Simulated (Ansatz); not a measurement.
Frontier orbitals of H₇O₃ScSi₂, SMILES `[OH][Sc]([O][SiH3])[O][SiH3]`.

The species carries charge 0 and has multiplicity 1. Correlated methods include outer-core shells of Sc, which these sets cover unevenly. Scalar relativity is left out up to krypton. The geometry is a stationary point of PBE0-D4/def2-TZVP. It is one conformer, not always the lowest. Basis def2-TZVPP, Ansatz.

Orbital energies of one run (eV). Highest occupied ones, from the top: -10.74, -10.95, -11.05, -11.06, -11.73, -11.89, -13.04, -13.20, -13.24, -13.26, -13.87, -14.02, -16.19, -17.48. Empty: -0.05, 1.73, 1.92, 1.94, 2.23, 2.57.

Question: Which functional gave them?
A. ωB97X-V
B. revPBE
C. r2SCAN
D. HSE06 (plane-wave form)

Answer: A. HOMO energies: ωB97X-V -10.74, revPBE -6.82, r2SCAN -7.22, HSE06 -7.91 eV.
